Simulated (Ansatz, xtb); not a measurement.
**C5H6GeOS: which of two isomers lies lower**

Structure X: `O=Cc1c[c]([GeH3])cs1`, a singlet. Structure Y: `O=Cc1ccs[c]1[GeH3]`, a singlet. Both are isolated molecules in the gas phase, relaxed with B3LYP/def2-SVP; the shapes shown needn't be the lowest conformers.

X (Å):

```xyz
14

C    -1.8171   -2.4068    2.5982
C    -1.1487   -1.3168    1.8858
C    -0.4233   -1.3941    0.7113
C     0.1013   -0.1384    0.2792
C    -0.2524    0.8674    1.1605
Ge    1.1750    0.1578   -1.3292
O    -2.4422   -2.2847    3.6285
S    -1.2018    0.3163    2.4893
H    -1.7005   -3.4030    2.0974
H    -0.2783   -2.3385    0.1809
H     0.3786   -0.2537   -2.5844
H     2.4688   -0.6795   -1.2671
H     1.5270    1.6559   -1.4027
H     0.0035    1.9254    1.0914
```

Y (Å):

```xyz
14

C     2.4612    1.1245   -0.4920
C     1.3162    1.7389    0.1958
C     1.4323    2.5845    1.3478
C     0.2173    3.0278    1.7966
C     0.0016    1.5477   -0.2217
Ge   -0.6446    0.4796   -1.7391
O     2.3683    0.4075   -1.4683
S    -1.0708    2.4133    0.8131
H     3.4640    1.3599   -0.0533
H     2.3842    2.8456    1.8147
H     0.0045    3.6775    2.6449
H    -2.1841    0.6339   -1.7194
H    -0.0963    1.0360   -3.0610
H    -0.2812   -1.0002   -1.5492
```

Quicker runs give these differences E(Y) − E(X): GFN2-xTB −9.3 kcal/mol; HF/STO-3G −1.1 kcal/mol (at GFN2-xTB geometries); r2SCAN-D4/def2-SVP −1.8 kcal/mol (at GFN2-xTB geometries).

Problem. Estimate E(Y) − E(X) at the level CCSD(T)/def2-SVP + ΔMP2/def2-TZVPP.

Solution. Calculated at CCSD(T)/def2-SVP + ΔMP2/def2-TZVPP: E(Y) − E(X) = −2.5 kcal/mol, so structure Y lies lower.

The same difference at several levels:

```json
{"level": "GFN2-xTB", "geometry": "GFN2-xTB", "E(Y) − E(X) (kcal/mol)": "−9.3", "departure from the last row (kcal/mol)": "−6.7", "job, with rough time for the two": "optimisation, 0.15 s"}
{"level": "HF/STO-3G", "geometry": "GFN2-xTB", "E(Y) − E(X) (kcal/mol)": "−1.1", "departure from the last row (kcal/mol)": "+1.4", "job, with rough time for the two": "single point, 1 s"}
{"level": "r2SCAN-D4/def2-SVP", "geometry": "GFN2-xTB", "E(Y) − E(X) (kcal/mol)": "−1.8", "departure from the last row (kcal/mol)": "+0.7", "job, with rough time for the two": "single point, 8.7 s"}
{"level": "B3LYP/def2-SVP", "geometry": "B3LYP/def2-SVP", "E(Y) − E(X) (kcal/mol)": "−2.1", "departure from the last row (kcal/mol)": "+0.4", "job, with rough time for the two": "optimisation, 2.6 min"}
{"level": "HF/def2-SVP", "geometry": "B3LYP/def2-SVP", "E(Y) − E(X) (kcal/mol)": "−2.4", "departure from the last row (kcal/mol)": "+0.2", "job, with rough time for the two": "part of the CCSD(T) run"}
{"level": "MP2/def2-SVP", "geometry": "B3LYP/def2-SVP", "E(Y) − E(X) (kcal/mol)": "−3.3", "departure from the last row (kcal/mol)": "−0.7", "job, with rough time for the two": "part of the CCSD(T) run"}
{"level": "CCSD(T)/def2-SVP", "geometry": "B3LYP/def2-SVP", "E(Y) − E(X) (kcal/mol)": "−3.2", "departure from the last row (kcal/mol)": "−0.7", "job, with rough time for the two": "single point"}
{"level": "CCSD(T)/def2-SVP + ΔMP2/def2-TZVPP", "geometry": "B3LYP/def2-SVP", "E(Y) − E(X) (kcal/mol)": "−2.5", "departure from the last row (kcal/mol)": "", "job, with rough time for the two": "single point, 4.4 min"}
```

As drawn, both hold the same kinds of bond in the same numbers.

The levels shown agree on the order. The largest departure from CCSD(T)/def2-SVP + ΔMP2/def2-TZVPP is that of GFN2-xTB, 6.7 kcal/mol. The last row adds to CCSD(T) the change of the MP2 difference between the two basis sets, here +0.7 kcal/mol.

With thermal terms from frequencies at re-optimised GFN2-xTB minima (ideal gas, soft modes damped towards free rotors, one conformer each, 298.15 K, 1 atm): on the last row, ΔE + ΔZPE = −1.7, ΔH = −2.2, ΔG = −0.7 kcal/mol.

The correlated steps freeze 20 core orbitals; the filled d shell of Ge is correlated, in a basis made for valence electrons. Programs: Ansatz 0.2.0, xtb 6.7.1; the last row on 2 threads of Arm Neoverse V2 on a shared host.
